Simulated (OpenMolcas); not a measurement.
A calculation on Tc.

```json
{"Program": "OpenMolcas 26.06", "Method": "SS-RASPT2, IPEA 0.25 Eh, imaginary shift 0.1 Eh (closed shells correlated: 4s 4p)", "Basis": "ANO-RCC-VTZP [7s6p4d2f1g]", "Scalar Hamiltonian": "DKH2, point nucleus", "Active space": "7 electrons in 9 orbitals (RAS2 4d 5s; RAS3 5p, at most 2 electrons)", "State averaging": "2S+1 = 6 even, 6 roots; 2S+1 = 4 even, 64 roots kept (CI in the orbitals of an earlier block); 2S+1 = 2 even, 83 roots kept (CI in the orbitals of an earlier block); 2S+1 = 6 odd, 44 roots; 2S+1 = 8 odd, 3 roots kept (CI in the orbitals of an earlier block); 2S+1 = 4 odd, 10 roots kept (CI in the orbitals of an earlier block)", "Spin-orbit coupling": "RASSI with atomic mean-field integrals over the reference wave functions, term energies averaged over their components"}
```

**Question.** Which level of the active space comes out lowest?

**Answer.** 4d⁵ 5s² ⁶S_5/2, with 99 % of that term; it is also the measured ground level.

**Question.** How high does 4d⁶ 5s ⁴D_7/2(1) lie?

**Answer.** 14650 cm⁻¹ above the lowest level.

**Question.** How high does 4d⁶ 5s ⁴D_1/2(1) lie?

**Answer.** 16150 cm⁻¹ above the lowest level.

**Question.** How high does 4d⁵ 5s 5p ⁸P°_7/2 lie?

**Answer.** 18720 cm⁻¹ above the lowest level; measured 16875 cm⁻¹ above the ground level, so the calculation is off by +11 %.

**Question.** The level at 17990 cm⁻¹ has J = 5/2. What is it made of, and what is its g factor?

**Answer.** 91 % 4d⁶ 5s ⁴P_5/2, 6 % 4d⁶ 5s ⁴D(1); g = 1.582, against 1.601 from Landé's formula for the pure leading term.

Measured values: NIST Handbook of Basic Atomic Spectroscopic Data.

Term energies are means over components that CASPT2 splits; among the terms shown or strongly mixed into the levels shown the widest spread is 31 cm-1 (4d⁶ 5s ⁴D(1)). Terms from blocks run as CI alone lack orbitals of their own. Configurations are named by rounded mean occupations; where the s occupation lies near a half they are strongly mixed, a name can repeat and a true partner stay unpaired. A single d shell beside an s shell can misplace configurations of different d count against each other. Measured partners are found by configuration, term and J. A level has none where our copy of the source lacks it or the pairing is in doubt (some pairs that miss far off the trend of their configuration count as doubtful), and it then counts in no deviation. Only configurations of the active space appear.

A number in round brackets counts repeated terms of one configuration in the order of the reference energies. ° marks odd parity.
